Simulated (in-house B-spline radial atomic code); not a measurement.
Orbital energies and mean radii along the 57-electron series, configuration [Kr] 4d10 4f11. The effective charge is n√(-2ε), a non-relativistic measure. Computed with a B-spline radial code for spherical atoms: Dirac-Hartree-Fock, average of the configuration, finite nuclei.

```json
{"ion": "Hf15+", "Z": "72", "energy of 4f5/2 (Eh)": "-12.631", "mean radius of 4f5/2 (bohr)": "0.55876", "energy of 4d3/2 (Eh)": "-20.503", "mean radius of 4d3/2 (bohr)": "0.51424", "energy of 4p3/2 (Eh)": "-26.487", "mean radius of 4p3/2 (bohr)": "0.49997", "energy of 4f7/2 (Eh)": "-12.552", "mean radius of 4f7/2 (bohr)": "0.56411", "effective charge of 4f5/2": "20.104"}
{"ion": "Ta16+", "Z": "73", "energy of 4f5/2 (Eh)": "-14.121", "mean radius of 4f5/2 (bohr)": "0.5377", "energy of 4d3/2 (Eh)": "-22.282", "mean radius of 4d3/2 (bohr)": "0.50132", "energy of 4p3/2 (Eh)": "-28.445", "mean radius of 4p3/2 (bohr)": "0.48923", "energy of 4f7/2 (Eh)": "-14.032", "mean radius of 4f7/2 (bohr)": "0.54287", "effective charge of 4f5/2": "21.257"}
{"ion": "W17+", "Z": "74", "energy of 4f5/2 (Eh)": "-15.68", "mean radius of 4f5/2 (bohr)": "0.51847", "energy of 4d3/2 (Eh)": "-24.133", "mean radius of 4d3/2 (bohr)": "0.48899", "energy of 4p3/2 (Eh)": "-30.477", "mean radius of 4p3/2 (bohr)": "0.47889", "energy of 4f7/2 (Eh)": "-15.581", "mean radius of 4f7/2 (bohr)": "0.5235", "effective charge of 4f5/2": "22.4"}
{"ion": "Re18+", "Z": "75", "energy of 4f5/2 (Eh)": "-17.309", "mean radius of 4f5/2 (bohr)": "0.50082", "energy of 4d3/2 (Eh)": "-26.055", "mean radius of 4d3/2 (bohr)": "0.47721", "energy of 4p3/2 (Eh)": "-32.58", "mean radius of 4p3/2 (bohr)": "0.46891", "energy of 4f7/2 (Eh)": "-17.198", "mean radius of 4f7/2 (bohr)": "0.50572", "effective charge of 4f5/2": "23.535"}
{"ion": "Os19+", "Z": "76", "energy of 4f5/2 (Eh)": "-19.006", "mean radius of 4f5/2 (bohr)": "0.48453", "energy of 4d3/2 (Eh)": "-28.047", "mean radius of 4d3/2 (bohr)": "0.46595", "energy of 4p3/2 (Eh)": "-34.755", "mean radius of 4p3/2 (bohr)": "0.4593", "energy of 4f7/2 (Eh)": "-18.882", "mean radius of 4f7/2 (bohr)": "0.48932", "effective charge of 4f5/2": "24.661"}
{"ion": "Ir20+", "Z": "77", "energy of 4f5/2 (Eh)": "-20.771", "mean radius of 4f5/2 (bohr)": "0.46944", "energy of 4d3/2 (Eh)": "-30.109", "mean radius of 4d3/2 (bohr)": "0.45519", "energy of 4p3/2 (Eh)": "-37.001", "mean radius of 4p3/2 (bohr)": "0.45002", "energy of 4f7/2 (Eh)": "-20.634", "mean radius of 4f7/2 (bohr)": "0.47414", "effective charge of 4f5/2": "25.781"}
```

(1) How does the screening of 4f5/2 change?

Answers

(1) Z less the effective charge goes from 51.90 at Z = 72 to 51.22 at Z = 77.
